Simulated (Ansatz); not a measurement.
Basis-set series for C$_{3}$H$_{6}$BClS, SMILES `CB(C=S)CCl`. The species carries charge 0 and has multiplicity 1. The geometry is a stationary point of PBE0-D4/def2-TZVP. It is one conformer, not always the lowest.

```csv
functional,basis,functions,energy (Eh),HOMO (eV),LUMO (eV)
PBE0-D4,def2-TZVPP,292,-1000.77106,-6.65,-2.52
PBE0-D4,def2-QZVPP,548,-1000.80454,-6.68,-2.56
ωB97M-V,def2-TZVPP,292,-1001.11753,-8.83,-0.34
ωB97M-V,def2-QZVPP,548,-1001.14943,-8.86,-0.41
```

Give the rows for def2-SVP. (Best estimate.)

Ansatz gave: 
```tsv
functional	basis	functions	energy (Eh)	HOMO (eV)	LUMO (eV)
PBE0-D4	def2-SVP	122	-1000.31886	-6.52	-2.35
ωB97M-V	def2-SVP	122	-1000.65959	-8.66	-0.08
```
